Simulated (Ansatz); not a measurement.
Cost and result for the atomization energy of CH$_{6}$FNO$_{2}$Si (`NC(O)(F)O[SiH3]`) (12 atoms, 11 bonds).

| atom | x (Å) | y (Å) | z (Å) |
| --- | --- | --- | --- |
| N1 | -1.4579 | -0.5038 | 1.3234 |
| C2 | -0.4170 | -0.5423 | 0.3603 |
| O3 | 0.8074 | -0.7178 | 0.9579 |
| F4 | -0.6874 | -1.6291 | -0.4459 |
| O5 | -0.3444 | 0.5637 | -0.4388 |
| Si6 | 1.0084 | 0.9991 | -1.3146 |
| H7 | -1.3883 | 0.3503 | 1.8618 |
| H8 | -2.3579 | -0.5294 | 0.8615 |
| H9 | 0.7221 | -1.4470 | 1.5815 |
| H10 | 0.4997 | 1.9994 | -2.2812 |
| H11 | 2.0299 | 1.6227 | -0.4401 |
| H12 | 1.5852 | -0.1661 | -2.0255 |

Charge 0, multiplicity 1. Geometry: relaxed with PBE0-D4/def2-TZVP. It is one conformer, not always the lowest. Program: Ansatz. All runs use 4 threads of an Arm Neoverse V1 on a shared host. Times are those of one run each, without the atoms' runs, and a repeat can differ threefold. Electronic energies, without spin–orbit coupling; frozen cores. CCSD(T)/CBS adds CCSD(T) − MP2 in def2-TZVPP to the MP2 limit, and its time is that of the two runs behind it. T1 = 0.011. B3LYP takes the VWN-RPA correlation (the form of Gaussian; ORCA's B3LYP/G).

CCSD(T)/CBS is a level of theory with its own doubt, some kJ/mol a heavy atom from the limit and from the frozen cores, so smaller differences don't rank the functionals.

```csv
level,functions,wall time,atomization (kcal/mol),difference from CCSD(T)/CBS,per bond
PBE0-D4/def2-TZVPP,281,4.2 s,1046.0,-7.3,-0.7
PBE-D4/def2-TZVPP (with forces),281,4.5 s,1074.6,21.3,1.9
B3LYP-D4/def2-TZVPP (with forces),281,7.5 s,1048.3,-5.0,-0.5
r2SCAN-D4/def2-TZVPP (with forces),281,8 s,1051.5,-1.8,-0.2
B2PLYP/def2-TZVPP,281,8 s,1037.8,-15.5,-1.4
ωB97X-V/def2-TZVPP,281,11 s,1057.8,4.5,0.4
ωB97M-V/def2-TZVPP (with forces),281,16 s,1057.0,3.7,0.3
MP2/def2-QZVPP,535,43 s,1064.4,11.1,1.0
CCSD(T)/def2-TZVPP,281,8.2 min,1020.4,-32.9,-3.0
CCSD(T)/CBS(def2),–,8.9 min,1053.3,0.0,0.0
```

The D4 term adds +9.0 kcal/mol with B3LYP and +4.7 kcal/mol with PBE0; it sums over pairs of atoms, weighted by their polarisabilities, and B3LYP, whose exchange is more repulsive, gets the larger term. From PBE to PBE0 (25 % exact exchange), in def2-TZVPP and without D4, the atomization energy moves by −27.7 kcal/mol: exact exchange takes away binding that semilocal exchange gives to molecules. In def2-TZVPP, CCSD(T) changes the Hartree–Fock value by +303.4 kcal/mol (the triples alone add +18.1 kcal/mol) and MP2 by +327.9 kcal/mol; breaking electron pairs costs correlation energy, which Hartree–Fock lacks.
